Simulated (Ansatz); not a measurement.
`[OH][Ta]([OH])([OH])=[S]`, charge 0, multiplicity 1.

(1) Give a relaxed structure at PBE0-D4/def2-TZVP (Ansatz 0.2.0). (Best estimate.)

Answers

(1) Ansatz gave: 
Z-matrix (Å, degrees):
```
Ta
O 1 1.894
O 1 1.894 2 108.7
O 1 1.894 2 108.7 3 118.2
S 1 2.168 2 110.2 3 -120.9
H 2 0.958 1 130.8 3 120.9
H 3 0.958 1 130.8 2 -120.9
H 4 0.957 1 130.8 2 120.9
```
Point group C3v.
